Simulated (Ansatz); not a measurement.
Consider the homolysis of the Br–Si bond: `C[Si](O)(Cl)Br` → Br• + `C[Si](O)Cl`•.

Program: Ansatz. Geometries: PBE0-D4/def2-TZVP. ΔE: electronic, gas phase. CCSD(T)/CBS is the MP2 limit (def2-TZVPP, def2-QZVPP) plus CCSD(T) − MP2 in def2-TZVPP, frozen cores. This one scheme is used for every species, atoms too. Functionals use def2-TZVPP. Open shells (•) are unrestricted, without spin–orbit coupling. Spin–orbit coupling would lower the free atoms: clearly for Br. For Br outer-core shells are correlated without core-valence functions, so the limit isn't a true one: a few kJ/mol of doubt a bond, and 10 to 20 or more in all where bonds break to atoms. Scalar relativity is left out up to krypton. Each species was taken in one conformer, which may not be the lowest.

`C[Si](O)(Cl)Br`:

Z-matrix (Å, degrees):
```
C
Si 1 1.838
H 1 1.092 2 109.7
H 1 1.092 2 109.9 3 -119.8
H 1 1.091 2 110.4 3 120.0
O 2 1.626 1 108.6 3 59.8
Cl 2 2.052 1 110.8 3 -61.2
Br 2 2.221 1 111.0 3 -179.4
H 6 0.959 2 118.6 1 177.6
```

`C[Si](O)Cl`•:

Z-matrix (Å, degrees):
```
C
Si 1 1.861
H 1 1.091 2 110.6
H 1 1.094 2 109.2 3 120.0
H 1 1.092 2 110.0 3 -120.5
O 2 1.645 1 106.5 3 -178.3
Cl 2 2.077 1 109.5 3 -59.8
H 6 0.959 2 117.7 1 170.6
```

CCSD(T)/CBS gives +4.57 eV.

Problem. Another level gave +4.34 eV. Which?
A. PBE-D4/def2-TZVPP
B. B97M-V/def2-TZVPP
C. BHLYP/def2-TZVPP
D. LC-ωPBE/def2-TZVPP

Solution. A. PBE-D4 4.34, LC-ωPBE 4.23, B97M-V 4.42, BHLYP 4.10 eV.

Largest T1 diagnostic among the species: 0.013.

From PBE to PBE0 (25 % exact exchange), in def2-TZVPP and without D4, ΔE moves by +0.04 eV. Leaving LDA and LC-ωPBE aside and taking each functional with its dispersion term where it has one, the values, not all of them listed here, spread over 0.32 eV, from BLYP-D4 to ωB97M-V. LDA lies +0.68 eV from PBE without D4, its usual overbinding.

CCSD(T)/CBS has its own doubt, a few kJ/mol and more with outer-core shells, so smaller differences from it don't rank the levels.
